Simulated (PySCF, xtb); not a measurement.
Ga(Cl) cation (ClGa), SMILES [Ga][Cl] (connectivity only; charge and spin as stated), charge +1, multiplicity 2.

Harmonic wavenumbers (cm⁻¹) from GFN2-xTB (xtb) at its own minimum, in rising order: 282.

Problem. What does PBE-D3(BJ)/def2-TZVP (PySCF 2.14.0) give at its own minimum? (Estimate from the structure and the level; the computed values follow.)

Solution. 396. Paired by order, the mean absolute difference is 114 cm⁻¹ and the zero-point energies are 0.4 and 0.6 kcal/mol.
